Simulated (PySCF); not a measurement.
Species: Si(OH)2Cl2.
SMILES: `O[Si](O)(Cl)Cl`

The closed-shell ground state was solved at several levels (PySCF, density fitting, gas phase, non-relativistic). Isolated species at its PBE0-D3(BJ)/def2-SVP geometry (one conformer only).

| level | basis functions | total energy (Eh) | HOMO (eV) | LUMO (eV) | gap (eV) | dipole (D) |
| --- | --- | --- | --- | --- | --- | --- |
| PBE0/def2-SVPD | 140 | -1360.7011 | -9.28 | -0.44 | 8.84 | 0.52 |
| PBE0/pcSseg-1 | 116 | -1361.1024 | -9.28 | 0.17 | 9.45 | 0.48 |

(1) Estimate the row for B3LYP/pcSseg-1, a basis of 116 functions; the other rows only guide the guess.

(2) Over all these levels, which gives the widest orbital gap and which the narrowest?

(3) How far do the dipole and the HOMO energy spread over the levels?

## Answers

(1) Total energy -1361.7369 Eh, HOMO -8.95 eV, LUMO -0.15 eV, gap 8.80 eV, dipole 0.50 D.

(2) PBE0/pcSseg-1 (global hybrid, 25 % exact exchange) has the widest, 9.45 eV, and B3LYP/pcSseg-1 (global hybrid, 20 % exact exchange) the narrowest, 8.80 eV. The two share the basis. From the narrowest to the widest the HOMO moves by -0.33 eV and the LUMO by +0.32 eV.

(3) The dipole runs from 0.48 to 0.52 D (mean 0.50 D) and the HOMO from -9.28 to -8.95 eV.
